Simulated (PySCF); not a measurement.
CH₆OSi₂, neutral, multiplicity 1. Atoms are numbered in the order given.

```xyz
10

Si     0.9790    -0.1292     0.0000
O     -0.4070    -1.0791     0.0000
C     -0.4311    -2.4937     0.0000
H     -0.9699    -2.8505    -0.8928
H     -0.9699    -2.8505     0.8928
H      0.5868    -2.9268     0.0000
Si    -0.3290     1.9233     0.0000
H      0.5166     3.1591     0.0000
H     -1.2101     1.9734    -1.2108
H     -1.2101     1.9734     1.2108
```

The structure is a stationary point at B3LYP-D3(BJ)/def2-SVP. The structure was generated by enumeration; whether it is a known compound was not checked. The values are those of a single conformer.

All values below come from PBE/pcSseg-1 in PySCF.

GIAO shieldings, no solvent; atoms alike by connectivity are averaged. δ = σ(ref) − σ: ²⁹Si against TMS (σ = 335.4 ppm); ¹⁷O against H2O (σ = 334.3 ppm); ¹³C against TMS (σ = 182.0 ppm); ¹H against TMS (σ = 31.49 ppm), references at their B3LYP-D3(BJ)/def2-TZVP geometries, non-relativistic.

Computed chemical shifts:
```tsv
nucleus	atoms	count	δ (ppm)
²⁹Si	Si1	1	650.0
²⁹Si	Si7	1	-112.0
¹⁷O	O2	1	444.1
¹³C	C3	1	72.2
¹H	H4, H5, H6	3	5.30
¹H	H8, H9, H10	3	3.57
```
